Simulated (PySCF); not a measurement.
Species: C5H7FNO2 (doublet state).
Cartesian coordinates in Å at the GFN2-xTB level; atoms count from 1:
```
atom  x, y, z in Å
C1    -2.4300   -0.8023   -0.1034
O2    -1.2841   -1.0974   -0.8801
C3    -0.1929   -0.3220   -0.6502
N4     0.8300   -0.3125   -1.5621
C5     1.9632    0.3168   -1.1237
O6     2.9800    0.4569   -1.7653
C7     1.6710    0.7883    0.2980
C8     0.2237    0.3864    0.5842
F9    -0.5648    1.5412    0.7977
H10   -3.2437   -1.3744   -0.5443
H11   -2.2895   -1.1116    0.9365
H12   -2.6656    0.2642   -0.1318
H13    0.7472   -0.7460   -2.4695
H14    1.7832    1.8708    0.3586
H15    2.3797    0.3361    0.9906
H16    0.0849   -0.1855    1.5114
```

The hyperfine couplings belong to this conformer and change with its torsions.

Identity: `CO[C]1NC(=O)C[C@H]1F` [radical].

The calculation used UKS B3LYP, pcH-1 on C F H N O, non-relativistic, mean-field spin-orbit, GIAO (PySCF). Geometry: GFN2-xTB, one conformer, isolated molecule. The geometry wasn't refined by DFT: couplings that depend on bond lengths, twists or pyramidal angles can differ widely from those at the functional's own minimum. No stability test was run, so a lower SCF solution isn't excluded.

(1) Give the principal g shifts and their parts.

(2) Average each term over the three axes. Which is largest in size?

(3) At 9.599 GHz, how far is the centre of the isotropic spectrum from where a free electron (g = 2.002319) resonates?

(4) What effective moment and Curie constant follow for a powder?

(5) In a frozen sample, at which fields do the three g values resonate at 9.5, 34, 94 and 263 GHz (hyperfine left aside), and which band first spreads them over more than twice a line width of 1.0 mT?

Answers

(1) 
| Δg (ppm) | 1 | 2 | 3 |
| --- | --- | --- | --- |
| relativistic mass correction | -231 | -231 | -231 |
| gauge correction | 16 | 76 | 46 |
| orbital Zeeman/spin–orbit | -417 | 1151 | 1551 |
| total | -631 | 996 | 1366 |

So g = 2.00169, 2.00332, 2.00369 and g_iso = 2.00290; the tensor is rhombic: the two nearest values differ by 18 % of g3 − g1. 

(2) The orbital-Zeeman/spin–orbit term 762, the mass correction -231 and the gauge correction 46 ppm, for a total of 577 ppm. The orbital-Zeeman/spin–orbit term is the largest in size. The mass correction is the same along every axis, so the anisotropy comes from the other two: their spans along these axes are 60 (gauge) and 1968 ppm (orbital Zeeman/spin–orbit).

(3) B = hν/(g μB) with μB/h = 13.99624 MHz/mT gives 342.52 mT for the free electron and 342.42 mT at g_iso, 0.10 mT lower.

(4) With the mean of g² = 4.0116 and S(S+1) = 0.75: μ_eff = √(⟨g²⟩S(S+1)) = 1.735 μB and χT = 0.12505·⟨g²⟩·S(S+1) = 0.376 cm³ K/mol (cgs; spin-Hamiltonian part alone).

(5) 
```
band    GHz  B(g3) mT  B(g2) mT  B(g1) mT  spread mT
   X    9.5    338.75    338.82    339.09       0.34
   Q   34.0   1212.38   1212.60   1213.59       1.21
   W   94.0   3351.87   3352.49   3355.21       3.34
   J  263.0   9378.10   9379.83   9387.45       9.36
```

The spread grows in proportion to the frequency. W band is the first where it exceeds 2.0 mT.

The Mulliken spin populations are largest on C3 (+0.70), O6 (+0.08) and O2 (+0.08). C3 is the only atom above +0.15. The angles at C3 add up to 359.1°, so it is planar.

The HOMO–LUMO gaps are 4.35 eV among the α and 5.96 eV among the β orbitals.

Hardware: one thread, Arm Neoverse V2 (aarch64), no GPU, shared host with 96 logical CPUs at a one-minute load of 27. Cost: 81 s (grids of density and orbitals included), 1.1 GiB resident at most.
